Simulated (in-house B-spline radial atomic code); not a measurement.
# RPA and G0W0 on LDA exchange-only: the selenium ion Se⁵⁺

Configuration [Ar] 3d10 4s1, highest spin, mean-field start LDA exchange-only. Computed with a B-spline radial code for spherical atoms: all electrons, scalar-relativistic (spin-free one-electron X2C), finite nucleus, each spin shell either full or empty, empty states to l = 9 with an (l + 1/2)⁻⁴ tail; G0W0 by contour deformation at full frequency.

Command:
```bash
python run_gw.py task.json out
```
Settings (radii: box in bohr, nucleus in fm):
```
Z                        34
electrons                29
configuration            [Ar] 3d10 4s1
hamiltonian              x2c
method                   lda,
lmax                     9
rms_radius               4.14
spin_polarised           True
box_radius               10.43
intervals                67
ion_configuration        [Ar] 3d10
```

Cost of the run: 6 s on 1 thread of Intel(R) Xeon(R) Platinum 8259CL CPU @ 2.50GHz (Skylake/Cascade Lake), with other jobs on the host.

Energies (hartree):

```
                                     term        value
                         mean-field total  -2417.10055
Hartree-Fock functional on these orbitals  -2421.93934
                      direct second order       -2.549
                    second-order exchange      0.74864
                         SOSEX correction       0.6895
```

Question: What is the RPA correlation energy, and what remains with SOSEX?

Answer: RPA gives -2.2203 hartree (-2.08 eV per electron); RPA + SOSEX gives -1.5308, and the second-order doubles -1.8004 hartree (no singles). SOSEX takes back 31 % of the RPA value.

Quasi-particle levels (eV):

```csv
level,occupied,mean field,Σx - vxc,Σc,QP weight,G0W0
4s up,yes,-75.67,-5.57,?,?,?
3d down,yes,-119.64,-20.75,3.39,0.934,-136.99
3d up,yes,-120.02,-20.56,3.36,0.928,-137.23
4s down,no,-72.58,7.35,-2.69,0.957,-67.91
```

G0W0 = mean field + (Σx - vxc) + Σc, with Σc (partial-wave tail included) taken at the quasi-particle energy. Only the outer levels were computed. Levels of low weight are left out.

Question: Where does G0W0 put 4s up?

Answer: At -83.07 eV, with Σc = -1.83 eV and a quasi-particle weight of 0.973. The tabulated removal energy is 81.83 ± 0.03 eV (NIST, measured); the calculation leaves out spin-orbit coupling, Breit and QED terms, and what these don't explain is the method's own error.

Question: What does it cost to remove one electron (to [Ar] 3d10) by differences of total energies, each species on its own start (correlation terms add to the Hartree-Fock functional)?

Answer: LDA exchange-only 82.19 eV, Hartree-Fock functional 80.68 eV, + RPA 82.58 eV, + RPA + SOSEX 81.79 eV, + second order 82.28 eV. Tabulated: 81.83 ± 0.03 eV (NIST, measured); the calculation leaves out spin-orbit coupling, Breit and QED terms, and what these don't explain is the method's own error.
